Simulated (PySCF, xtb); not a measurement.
BH6NO2Si, SMILES N([SiH3])B(O)O. Other conformers were not sampled.

Harmonic wavenumbers (cm⁻¹) from xtb with GFN2-xTB at its own minimum, in rising order: 90, 114, 120, 354, 398, 428, 485, 507, 586, 596, 607, 755, 769, 786, 808, 925, 959, 977, 1165, 1314, 1360, 2202, 2231, 2247, 3497, 3637, 3670.

**Question.** What does TPSSh-D3(BJ)/def2-SVP in PySCF give at its own minimum? (The exact figures need the calculation; the answer reports its results.)

**Answer.** 95, 118, 129, 321, 379, 460, 473, 493, 647, 661, 722, 825, 931, 954, 967, 982, 988, 1013, 1199, 1442, 1467, 2249, 2255, 2263, 3605, 3840, 3849. Paired by order, the mean absolute difference is 70 cm⁻¹ and the zero-point energies are 45.2 and 47.6 kcal/mol.
